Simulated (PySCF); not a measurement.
Electronic structure of Sn (tin, neutral) at the TPSS level

Configuration: [Kr] 4d10 5s2 5p1 5d1, one real determinant (an excited configuration). Calculation: PySCF 2.14, in aug-cc-pVDZ-PP with ECP28MDF (5s4p3d, 32 functions); scalar relativity through the core potential.

* Total energy: -213.9407 hartree
* One-electron energy: -373.9813 hartree
* Hartree (Coulomb) energy: 177.8639 hartree
* Exchange-correlation energy: -17.8232 hartree
* ⟨S²⟩: 2.0016
* ⟨L²⟩: 8.004
* Sum of ⟨r⟩: 30.68 bohr
* Sum of ⟨r²⟩: 69.95 bohr²
* Traceless quadrupole moment −½Σ⟨3z² − r²⟩ along its main axis: 3.14 e·bohr²

| shell | electrons | mean orbital energy (hartree) | spread (hartree) | rms radius, mean of both spins (bohr) |
| --- | --- | --- | --- | --- |
| 4s α | 1 | -5.02014 | 0 | 0.878 |
| 4s β | 1 | -5.01805 | 0 | 0.878 |
| 4p α | 3 | -3.39140 | 0.01211 | 0.953 |
| 4p β | 3 | -3.38935 | 0.01503 | 0.953 |
| 4d α | 5 | -1.03248 | 0.01247 | 1.19 |
| 4d β | 5 | -1.02847 | 0.01817 | 1.19 |
| 5s α | 1 | -0.46509 | 0 | 2.50 |
| 5s β | 1 | -0.43216 | 0 | 2.50 |
| 5p α | 1 | -0.20357 | 0 | 3.25 |
| 5d α | 1 | 0.01367 | 0 | 5.08 |

⟨L²⟩ = 8.00 against 12 for a pure F term, so this real determinant mixes terms. Energies and moments cover only the electrons outside the core potential. The outer electron is Rydberg-like, and this basis confines it to a smaller radius and binds it less than a complete one would. At TPSS the highest occupied level has a positive energy, so only the finite basis holds that electron; for this excited configuration the basis is too tight for the outer shell.
